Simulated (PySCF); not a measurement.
Computed shifts of a molecule CH₇NSi₃, PBE/pcSseg-1 run with PySCF, GIAO, gas phase, atoms alike by connectivity averaged where their shifts nearly agree, in ppm (number of nuclei): ²⁹Si: -2.5 (1), -30.2 (1), -102.3 (1). ¹⁵N: 572.8 (1). ¹³C: 220.0 (1). ¹H: 10.53 (1), 6.53 (1), 6.26 (1), 6.17 (1), 4.29 (3). References: ²⁹Si against TMS (σ = 335.4 ppm); ¹⁵N against NH3 (σ = 267.0 ppm); ¹³C against TMS (σ = 182.0 ppm); ¹H against TMS (σ = 31.49 ppm), references at their B3LYP-D3(BJ)/def2-TZVP geometries, non-relativistic. The structure is a stationary point at PBE-D3(BJ)/def2-SVP. The values are those of a single conformer.

Pick the molecule that these values belong to.
(A) [SiH3][Si@H]1N=C[SiH2]1
(B) [SiH3][Si@@H]1C=N[SiH2]1
(C) C1=N[SiH2][SiH2][SiH2]1
(D) [SiH3]C1=N[SiH2][SiH2]1

A, [SiH3][Si@H]1N=C[SiH2]1
